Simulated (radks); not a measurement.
The numbers below are computed, except where a source is named.
Problem. Neutral europium, [Xe] 4f7 6s2. Code: a radial shooting solver on a logarithmic mesh with Libxc functionals. Model: non-relativistic Kohn-Sham, exchange-only B88, spin-polarised, spherical densities, point nucleus. Every spin shell is full or empty, so the densities are truly spherical. Functionals are evaluated on that one density, not self-consistently. Rank these exchange functionals by their error against the exact value of the orbitals, and give that value: LDA, B88, PBE, revPBE, RPBE, AM05, SOGGA, G96, APBE, TASK, MVS.

Solution. Exact: -230.254 hartree. From best to worst, with 100 (|E| - |E exact|)/|E exact| (equal figures are ties): RPBE -0.08, revPBE -0.12, MVS +0.15, B88 +0.20, PBE -0.23, APBE +0.43, G96 +0.56, SOGGA -1.90, TASK -1.99, AM05 -3.94, LDA -4.20.
